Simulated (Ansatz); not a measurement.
Ideal-gas functions of FH₃InOSi (`[F][In][O][SiH3]`) radical at 800 K and 1 bar, from an Ansatz frequency run at PBE0-D4/def2-TZVP.

Molar mass 180.93 g/mol, point group Cs (symmetry number 1), electronic degeneracy 2, moments of inertia 73.356, 331.276, 398.777 u Å². Harmonic wavenumbers (cm⁻¹, unscaled): 38, 44, 60, 147, 431, 557, 716, 720, 952, 956, 962, 988, 2199, 2203, 2215.

Use S(trans) = R[1.5 ln M + 2.5 ln T − 1.1517]; rotational temperatures θ = 24.2544 K / I; S(rot) = R[ln(√π/σ · √(T³/θAθBθC)) + 1.5]; for each mode x = 1.438777 ν̃/T, S = R[x/(eˣ − 1) − ln(1 − e⁻ˣ)] and H = RT x/(eˣ − 1); 1 cm⁻¹ = 0.0119627 kJ/mol; R = 8.31446 J/(mol·K).

**Question.** By hand: the entropy, in J/(mol·K).

**Answer.** Translation 194.2. Rotation: θ = 0.3306, 0.0732, 0.0608 K, giving 127.7. Vibration, mode by mode: 30.63, 29.41, 26.83, 19.40, 10.64, 8.64, 6.76, 6.72, 4.79, 4.76, 4.72, 4.55, 0.80, 0.80, 0.78, in all 160.2. Electronic 5.8. Sum 487.9 J/(mol·K).

**Question.** By hand: H − E and G − E in kJ/mol, counted from the electronic energy.

**Answer.** Zero-point energy ½ × 13188 × 0.0119627 = 78.9; thermal vibration 51.1; translation, rotation and pV give 4 RT = 26.6. H − E = 156.6 kJ/mol, and G − E = 156.6 − 800 × 487.9/1000 = -233.7 kJ/mol.

Vibration gives 33 % of the entropy, 106.3 J/(mol·K) of it from the modes under 150 cm⁻¹: soft modes count most, and the harmonic formula is weakest for them. The sum counts one conformer and one mirror image; others add a mixing term.
